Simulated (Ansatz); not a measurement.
A nudged elastic band was laid between two geometries of AlFH6O2Si (11 atoms, charge 0, multiplicity 1).

Method: Ansatz, RKS PBE0/def2-SVP.

```yaml
movable_images: 7
climbing_image: yes
spring: 50.0 eV/Å²
optimiser: quadratic models (default)
start_path: through a guess of the saddle point
force_threshold: 0.05 eV/Å
iteration_limit: 60
end_points: relaxed
```

First end point:

```xyz
11
Properties=species:S:1:pos:R:3
Al -0.321 -0.116 0.253
H -0.871 -0.768 1.585
O 1.293 -0.448 -0.277
Si 2.401 -1.270 -1.174
H 1.767 -2.371 -1.966
H 3.097 -0.344 -2.123
H 3.442 -1.877 -0.286
F -1.428 0.232 -0.952
O 0.262 1.670 0.869
H 1.216 1.655 0.685
H 0.138 1.903 1.799
```

Last end point:

```xyz
11
Properties=species:S:1:pos:R:3
Al 0.004 0.606 -0.093
H -0.350 -0.523 1.732
O 1.362 -0.292 -0.544
Si 2.403 -1.391 -1.191
H 1.670 -2.407 -2.008
H 3.400 -0.701 -2.065
H 3.137 -2.099 -0.098
F -1.495 0.067 -0.554
O 0.112 2.161 0.569
H 0.916 2.670 0.672
H -0.162 0.176 1.993
```

Problem. Which bonds break or form, and what moves?

Solution. Bonds broken: Al1–H2, O9–H11. Bonds formed: H2–H11. AlFH6O2Si becomes AlFH4O2Si + H2.

Problem. What energy profile does the band end with?

Solution. The forces met the threshold. The highest image is number 4 of 0 to 8, 79.3 kJ/mol above the first end and 72.9 kJ/mol above the last; the last end lies 6.4 kJ/mol above the first. Another band between the same ends (7 images) ends at a top of the same energy, where a vibrational analysis finds 1 clearly imaginary mode. The orbitals stay closed-shell, which can raise the energy where a bond breaks towards radicals; this wasn't checked here.

```json
{"image": "0", "path coordinate (Å)": "0.00", "energy (kJ/mol)": "0.0", "Al1–H2 (Å)": "1.58", "O9–H11 (Å)": "0.97", "H2–H11 (Å)": "2.86"}
{"image": "1", "path coordinate (Å)": "0.55", "energy (kJ/mol)": "0.5", "Al1–H2 (Å)": "1.58", "O9–H11 (Å)": "0.97", "H2–H11 (Å)": "2.79"}
{"image": "2", "path coordinate (Å)": "1.11", "energy (kJ/mol)": "6.0", "Al1–H2 (Å)": "1.59", "O9–H11 (Å)": "0.97", "H2–H11 (Å)": "2.38"}
{"image": "3", "path coordinate (Å)": "1.66", "energy (kJ/mol)": "27.3", "Al1–H2 (Å)": "1.62", "O9–H11 (Å)": "0.99", "H2–H11 (Å)": "1.73"}
{"image": "4", "path coordinate (Å)": "2.22", "energy (kJ/mol)": "79.3", "Al1–H2 (Å)": "1.76", "O9–H11 (Å)": "1.25", "H2–H11 (Å)": "1.05"}
{"image": "5", "path coordinate (Å)": "2.80", "energy (kJ/mol)": "22.3", "Al1–H2 (Å)": "2.06", "O9–H11 (Å)": "1.88", "H2–H11 (Å)": "0.79"}
{"image": "6", "path coordinate (Å)": "3.37", "energy (kJ/mol)": "7.1", "Al1–H2 (Å)": "2.17", "O9–H11 (Å)": "2.40", "H2–H11 (Å)": "0.77"}
{"image": "7", "path coordinate (Å)": "3.95", "energy (kJ/mol)": "6.5", "Al1–H2 (Å)": "2.18", "O9–H11 (Å)": "2.47", "H2–H11 (Å)": "0.77"}
{"image": "8", "path coordinate (Å)": "4.53", "energy (kJ/mol)": "6.4", "Al1–H2 (Å)": "2.17", "O9–H11 (Å)": "2.46", "H2–H11 (Å)": "0.77"}
```

Problem. What is the geometry of the highest image?

Solution. 
```xyz
11
Properties=species:S:1:pos:R:3
Al -0.094 0.284 0.010
H -0.580 -0.185 1.632
O 1.344 -0.459 -0.481
Si 2.448 -1.407 -1.252
H 1.798 -2.613 -1.850
H 3.123 -0.637 -2.341
H 3.489 -1.861 -0.279
F -1.411 0.345 -0.998
O 0.136 1.784 1.025
H 0.979 2.207 1.229
H -0.236 0.808 1.716
```

The run took 3.1 min on 4 threads of Arm Neoverse V2 (shared host), peak memory 0.24 GiB.
